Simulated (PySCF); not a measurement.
A calculated (B3LYP, PySCF 2.14, ANO-RCC-VTZP, the spin-free X2C one-electron Hamiltonian (Gaussian nucleus)) atom or ion has these occupied shells.

```json
{"shell": "1s α", "electrons": "1", "orbital energy (eV)": "-13357.2", "rms radius, mean of both spins (bohr)": "0.0492"}
{"shell": "1s β", "electrons": "1", "orbital energy (eV)": "-13357.0", "rms radius, mean of both spins (bohr)": "0.0492"}
{"shell": "2s α", "electrons": "1", "orbital energy (eV)": "-1753.8", "rms radius, mean of both spins (bohr)": "0.205"}
{"shell": "2s β", "electrons": "1", "orbital energy (eV)": "-1753.7", "rms radius, mean of both spins (bohr)": "0.205"}
{"shell": "2p α", "electrons": "3", "orbital energy (eV)": "-1547.0", "rms radius, mean of both spins (bohr)": "0.183"}
{"shell": "2p β", "electrons": "3", "orbital energy (eV)": "-1546.9", "rms radius, mean of both spins (bohr)": "0.183"}
{"shell": "3s α", "electrons": "1", "orbital energy (eV)": "-247.91", "rms radius, mean of both spins (bohr)": "0.591"}
{"shell": "3s β", "electrons": "1", "orbital energy (eV)": "-247.60", "rms radius, mean of both spins (bohr)": "0.591"}
{"shell": "3p α", "electrons": "3", "orbital energy (eV)": "-182.04", "rms radius, mean of both spins (bohr)": "0.610"}
{"shell": "3p β", "electrons": "3", "orbital energy (eV)": "-181.83", "rms radius, mean of both spins (bohr)": "0.610"}
{"shell": "3d α", "electrons": "5", "orbital energy (eV)": "-72.912", "rms radius, mean of both spins (bohr)": "0.655"}
{"shell": "3d β", "electrons": "5", "orbital energy (eV)": "-72.691", "rms radius, mean of both spins (bohr)": "0.655"}
{"shell": "4s α", "electrons": "1", "orbital energy (eV)": "-23.530", "rms radius, mean of both spins (bohr)": "1.77"}
{"shell": "4p α", "electrons": "3", "orbital energy (eV)": "-10.052", "rms radius, mean of both spins (bohr)": "2.26"}
{"shell": "4p β", "electrons": "3", "orbital energy (eV)": "-8.874", "rms radius, mean of both spins (bohr)": "2.26"}
```

**Question.** Name the element and its charge.

**Answer.** Br (bromine, neutral), in [Ar] 3d10 4s1 4p6, 2S determinant (an excited configuration).
